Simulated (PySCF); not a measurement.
Cl2H4OSi2, SMILES O([SiH](Cl)Cl)[SiH3].

Geometry: ωB97X-D3(BJ)/def2-SVP. The values are those of a single conformer.

Two levels are set side by side: PBE/def2-TZVP (PySCF) and HF/def2-TZVP (PySCF). Same geometry, gas phase. Differences are taken from unrounded values.

| quantity | PBE |
|---|---|
| orbital gap (eV) | 6.64 |
| highest occupied level (eV) | -7.70 |
| lowest empty level (eV) | -1.06 |
| dipole moment (D) | 0.98 |
| mean polarisability (bohr³) | 75.8 |

Problem. These are the PBE values. What does HF give? (An estimate is asked for; the answer gives what the named calculation found.)

Solution. 
```csv
quantity,HF,PBE minus HF
orbital gap (eV),15.58,-8.94
highest occupied level (eV),-12.58,4.88
lowest empty level (eV),2.99,-4.06
dipole moment (D),1.11,-0.13
mean polarisability (bohr³),66.7,9.0
```

PBE's occupied levels lie high since its potential decays too fast outside the molecule; exact exchange lowers them and widens the gap. Loosely held outer electrons make PBE densities more polarisable. Differences between two approximate levels are no errors against the true value.

Rough cost on one machine, each run with all the roots and properties that it gave: HF against PBE about 1/3.
